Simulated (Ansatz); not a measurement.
`C[NH][GeH2][F]` + HCl → `C[NH][GeH2][Cl]` + H–F  (ligand exchange at a Ge–F bond)

Calculated with Ansatz (gas phase, PBE0-D4/def2-TZVP geometries, no zero-point term in ΔE). CBS: MP2 limit from def2 TZ/QZ plus the TZ coupled-cluster correction, frozen cores. This one scheme is used for every species. Functionals use def2-TZVPP. For Ge outer-core shells are correlated without core-valence functions, which leaves a few kJ/mol of doubt a bond. Scalar relativity is left out up to krypton. Each species was taken in one conformer, which may not be the lowest.

`C[NH][GeH2][F]`:

Z-matrix (Å, degrees):
```
C
N 1 1.450
H 1 1.097 2 113.8
H 1 1.094 2 110.4 3 122.0
H 1 1.093 2 109.6 3 -120.4
Ge 2 1.805 1 121.9 3 81.4
H 2 1.009 1 113.1 3 -63.2
F 6 1.754 2 111.6 1 -67.2
H 6 1.531 2 109.3 1 176.7
H 6 1.532 2 109.0 1 47.7
```

HCl:

Cartesian coordinates in Å:
```
Cl -0.054 0.524 0.363
H 0.054 -0.524 -0.363
```

`C[NH][GeH2][Cl]`:

```xyz
10

C     0.023    1.419    0.065
N    -0.695    0.209   -0.293
Ge   -0.041   -1.408    0.203
Cl    1.917   -1.801   -0.671
H     0.942    1.579   -0.514
H    -0.622    2.291   -0.067
H     0.300    1.381    1.121
H    -1.038    0.234   -1.243
H     0.188   -1.400    1.716
H    -0.974   -2.503   -0.317
```

H–F:

Z-matrix (Å, degrees):
```
F
H 1 0.920
```

Question: Is it downhill or uphill in electronic energy at CCSD(T)/CBS, and by how much? (Best estimate.)

Answer: Computed: Downhill: ΔE = -15.1 kJ/mol.

Question: What do these levels give: PBE-D4, BHLYP-D4, ωB97M-V, B2PLYP, r2SCANh, RPA@PBE/def2-TZVPP, CCSD(T)/def2-SVP, HF/def2-TZVPP, MP2/def2-TZVPP, SCS-MP2/def2-TZVPP, CCSD/def2-TZVPP, CCSD/CBS(def2)? (Best estimate.)

Answer: The calculation gave: PBE-D4 -14.9, BHLYP-D4 -11.5, ωB97M-V -10.2, B2PLYP -7.3, r2SCANh -11.3, RPA@PBE/def2-TZVPP -7.2, CCSD(T)/def2-SVP 2.1, HF/def2-TZVPP -4.3, MP2/def2-TZVPP -16.4, SCS-MP2/def2-TZVPP -10.0, CCSD/def2-TZVPP -9.9, CCSD/CBS(def2) -13.6 kJ/mol.

Question: What do rigid-rotor, harmonic-oscillator terms from PBE0-D4/def2-TZVP frequencies (298.15 K, 1 bar) make of the CCSD(T)/CBS value? (Best estimate.)

Answer: Ansatz gave: ΔZPE = +4.8 kJ/mol, ΔH = -9.6 kJ/mol, ΔS = -2 J/(mol·K), ΔG = -9.0 kJ/mol.

Largest T1 diagnostic among the species: 0.011.

The D4 term adds −5.9 kJ/mol with B3LYP and −3.3 kJ/mol with PBE0; it sums over pairs of atoms, weighted by their polarisabilities, and B3LYP, whose exchange is more repulsive, gets the larger term. In def2-TZVPP, CCSD(T) changes the Hartree–Fock value by −7.0 kJ/mol (the triples alone add −1.4 kJ/mol) and MP2 by −12.1 kJ/mol.

B3LYP here is the variant with VWN-RPA as its local correlation; programs differ in this.
